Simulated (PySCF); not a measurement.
SiHMe2(NMeEt), C5H15NSi.
Bonds: Si1–C3, Si1–C7, Si1–N11, N11–C12, N11–C13, C13–C14. Hydrogens: H2 on Si1; H4, H5, H6 on C3; H8, H9, H10 on C7; H15, H16, H17 on C12; H18, H19 on C13; H20, H21, H22 on C14.

Theory: PBE0-D3(BJ)/def2-SVP geometry optimisation, gas phase in PySCF 2.14.0.

(1) List the bond lengths, angles and torsions at this level.

Answers

(1) 
| bond | length (Å) |
| --- | --- |
| Si1–H2 | 1.500 |
| Si1–C3, Si1–C7 | 1.881 |
| Si1–N11 | 1.744 |
| C3–H4 and 5 like bonds | 1.102 |
| N11–C12 | 1.440 |
| N11–C13 | 1.446 |
| C12–H15, C12–H16, C12–H17 | 1.105 |
| C13–C14 | 1.525 |
| C13–H18, C13–H19 | 1.106 |
| C14–H20, C14–H21, C14–H22 | 1.101 |

Bonds in one row agree within 0.01 Å and their mean is given. A selection of angles:
| angle | degrees |
| --- | --- |
| H2–Si1–C3 | 110.2 |
| H2–Si1–C7 | 108.1 |
| H2–Si1–N11 | 105.5 |
| C3–Si1–C7 | 108.7 |
| C3–Si1–N11 | 110.1 |
| C7–Si1–N11 | 114.2 |
| Si1–C3–H4 | 112.2 |
| Si1–C3–H6 | 109.4 |
| H4–C3–H5 | 108.4 |
| Si1–N11–C12 | 122.3 |
| Si1–N11–C13 | 121.0 |
| C12–N11–C13 | 115.3 |
| N11–C12–H15 | 110.7 |
| N11–C12–H16 | 114.1 |
| H15–C12–H16 | 107.0 |
| N11–C13–C14 | 115.3 |
| N11–C13–H18 | 108.9 |
| N11–C13–H19 | 108.3 |
| C14–C13–H18 | 109.0 |
| H18–C13–H19 | 105.8 |
| C13–C14–H20 | 110.9 |
| H20–C14–H21 | 108.0 |

Dihedral angles: C3–Si1–N11–C12 -40° (synclinal); Si1–N11–C13–C14 96° (anticlinal). The mirror-image conformer, all signs reversed, is as good.

N11 (nitrogen bonded to 2 C and Si) is almost planar (angles 122.3°, 121.0° and 115.3°, sum 358.6°, 0.11 Å off the plane of its three neighbours). Si1 (silicon bonded to 2 C, N and H) is distorted tetrahedral (angles from 105.5° to 114.2°). Of the pairs four or more bonds apart, C3···H17 is among the closest relative to their van der Waals radii: 2.76 Å, 95 % of the sum of Bondi's values.

Point group: C1 (no symmetry element, even within 0.4 Å). Whether it is a minimum is left open (no frequencies). One conformer, not necessarily the lowest.

The run took 93 s wall, 4.1 min CPU on 2 threads of an Intel Xeon Platinum 8488C, shared host with 96 logical CPUs at a one-minute load of 27, and the process peaked at 0.80 GiB of memory. These figures are those of the optimisation.
